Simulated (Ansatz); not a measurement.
Species: sum formula Si2H3F3 (charge 0, singlet). 
Coordinates optimised at B3LYP-D3(BJ)/def2-TZVP (Ansatz, a first-principles code):
```xyz
8

F     -1.8125    -1.5016     0.5221
Si    -1.4275    -0.0227     0.0132
Si     0.9017     0.0560    -0.3318
F      1.2524     1.4963    -0.9345
F      1.6590    -0.0713     1.0694
H     -1.8508     0.9539     1.0401
H     -2.1489     0.2302    -1.2541
H      1.4702    -0.9610    -1.2376
```
Charge 0, spin multiplicity 1.

Atomisation energy built up term by term with Ansatz (kcal/mol; UHF references for open shells; valence terms freeze the core; atomic spin-orbit terms are left out). CBS(X,Y): correlation extrapolated as X^-3; Hartree-Fock from the larger set.

```csv
term,basis,kcal/mol
Hartree-Fock,aug-cc-pV(Q+d)Z,536.32
CCSD correlation,"CBS(aug-cc-pV(T+d)Z,aug-cc-pV(Q+d)Z)",165.35
(T),"CBS(aug-cc-pV(T+d)Z,aug-cc-pV(Q+d)Z)",10.25
core correlation,cc-pwCVTZ,-0.11
scalar relativity (X2C),cc-pVTZ-DK against cc-pVTZ,-2.07
sum: De,,709.7
```

(T) makes 1.4 % of the CCSD(T) atomisation energy; under 5 % is typical of single-reference molecules.
